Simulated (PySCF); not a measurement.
C₈H₁₂P (charge -1).
SMILES with atom numbers: `[CH3:1][c:2]1[cH:3][c:4]([CH:5]([CH3:6])[CH3:7])[cH:8][p-:9]1` (hydrogens: H10, H11, H12 on C1; H13 on C3; H14 on C5; H15, H16, H17 on C6; H18, H19, H20 on C7; H21 on C8)
Bond orders are those of one Lewis drawing.

Method: PySCF 2.14.0, PBE0-D3(BJ)/def2-SVP geometry optimisation, gas phase; density fitting, grid level 1; the optimiser is geomeTRIC in internal coordinates, started from a GFN2-xTB structure with every atom displaced at random (about 0.01 Å).

Step 1: E = -17759.0449 eV
```
atom  x, y, z in Å  |  force x, y, z in eV/Å
C1      4.8863   -0.4579   -0.1430    0.364  -0.443  -0.039
C2      3.4602   -0.9062   -0.0702   -0.172  -0.020  -0.019
C3      2.3595   -0.0488   -0.1260   -0.548  -0.209   0.051
C4      1.0986   -0.7154   -0.0295    0.470   0.346  -0.021
C5     -0.2202    0.0204   -0.0414   -0.108  -0.009  -0.047
C6     -0.9413   -0.0684    1.3059   -0.023   0.043   0.052
C7     -1.1440   -0.4528   -1.1670    0.143  -0.003  -0.129
C8      1.2524   -2.0995    0.1002    0.119   0.074  -0.019
P9      2.9442   -2.5872    0.0994    0.078  -0.151   0.020
H10     5.0873    0.1786   -1.0247    0.008   0.031  -0.029
H11     5.5757   -1.3344   -0.2129   -0.244   0.363   0.028
H12     5.2038    0.1232    0.7434    0.008   0.039   0.039
H13     2.4290    1.0413   -0.2329    0.048   0.057  -0.009
H14     0.0014    1.0884   -0.2266    0.012  -0.006   0.007
H15    -1.1650   -1.1198    1.5518    0.004   0.011  -0.003
H16    -1.8945    0.4955    1.3103    0.035  -0.027  -0.010
H17    -0.3024    0.3260    2.1117   -0.004  -0.021  -0.009
H18    -0.6486   -0.3451   -2.1488   -0.052  -0.018   0.123
H19    -1.3862   -1.5212   -1.0420   -0.014   0.011   0.000
H20    -2.0906    0.1146   -1.1908   -0.062   0.009   0.002
H21     0.4121   -2.7934    0.1868   -0.062  -0.075   0.011
```

Step 2: E = -17759.0529 eV
```
atom  x, y, z in Å  |  force x, y, z in eV/Å
C1      4.8870   -0.4677   -0.1466    0.085  -0.102   0.001
C2      3.4554   -0.9129   -0.0713    0.042   0.071  -0.014
C3      2.3597   -0.0448   -0.1231   -0.168  -0.038   0.004
C4      1.1024   -0.6982   -0.0272    0.207   0.013   0.008
C5     -0.2251    0.0260   -0.0406   -0.018   0.000  -0.011
C6     -0.9452   -0.0704    1.3076    0.003   0.010   0.007
C7     -1.1409   -0.4549   -1.1690    0.032   0.007  -0.016
C8      1.2583   -2.0840    0.1014   -0.124  -0.115   0.016
P9      2.9428   -2.5958    0.1025   -0.031   0.084  -0.014
H10     5.0871    0.1701   -1.0292   -0.003   0.012   0.000
H11     5.5730   -1.3324   -0.2154   -0.056   0.067   0.007
H12     5.2043    0.1167    0.7398   -0.004   0.017  -0.001
H13     2.4435    1.0461   -0.2309    0.040  -0.005  -0.003
H14    -0.0112    1.0958   -0.2238    0.006   0.006   0.001
H15    -1.1601   -1.1238    1.5510    0.001   0.000  -0.002
H16    -1.9022    0.4845    1.3118    0.003  -0.002  -0.005
H17    -0.3096    0.3260    2.1143    0.003  -0.007  -0.003
H18    -0.6443   -0.3427   -2.1455   -0.003  -0.002   0.012
H19    -1.3742   -1.5251   -1.0454   -0.006   0.002   0.004
H20    -2.0960    0.1018   -1.1957   -0.001  -0.007   0.005
H21     0.4128   -2.7762    0.1887   -0.009  -0.012   0.004
```

Task: Estimate the geometry and energy of step 3. (The exact step hangs on the optimiser's Hessian estimate; all steps are aligned on step 2, rigid shifts and turns removed.)

Result: E = -17759.0540 eV, largest force 0.110 eV/Å
```
atom  x, y, z in Å  |  force x, y, z in eV/Å
C1      4.8849   -0.4640   -0.1479   -0.081   0.074   0.012
C2      3.4512   -0.9085   -0.0738    0.084  -0.047  -0.003
C3      2.3498   -0.0482   -0.1234    0.032  -0.009  -0.004
C4      1.1023   -0.7100   -0.0242   -0.062   0.043   0.006
C5     -0.2204    0.0231   -0.0396   -0.037  -0.016   0.007
C6     -0.9420   -0.0685    1.3080    0.002  -0.004  -0.015
C7     -1.1355   -0.4517   -1.1705   -0.025   0.009   0.031
C8      1.2519   -2.0978    0.1051    0.002   0.008  -0.002
P9      2.9421   -2.5929    0.1000    0.015   0.006   0.001
H10     5.0853    0.1750   -1.0302   -0.006   0.001   0.008
H11     5.5693   -1.3233   -0.2148    0.038  -0.075  -0.002
H12     5.1998    0.1232    0.7384   -0.011   0.002  -0.014
H13     2.4320    1.0431   -0.2325   -0.003  -0.023   0.002
H14     0.0022    1.0914   -0.2220    0.000  -0.003   0.001
H15    -1.1651   -1.1205    1.5498   -0.004  -0.005   0.001
H16    -1.8945    0.4933    1.3113   -0.011   0.006   0.003
H17    -0.3035    0.3211    2.1155    0.005   0.001   0.000
H18    -0.6357   -0.3432   -2.1441    0.015   0.004  -0.029
H19    -1.3769   -1.5200   -1.0470   -0.002  -0.005   0.003
H20    -2.0880    0.1103   -1.1995    0.012  -0.008   0.000
H21     0.4082   -2.7940    0.1950    0.036   0.041  -0.005
```

The energy changes by -0.0012 eV. The first-order estimate −F·Δx gives -0.0051 eV and the mean of the old and new forces, exact on a quadratic surface, -0.0012 eV. The step makes an angle of 73° with the force vector and moves no atom by more than 0.019 Å.

What follows is the cost of the whole optimisation. Hardware: one thread, Arm Neoverse V1 (aarch64), no GPU, on a shared host. Cost: 2.3 min, 0.80 GiB resident at most.
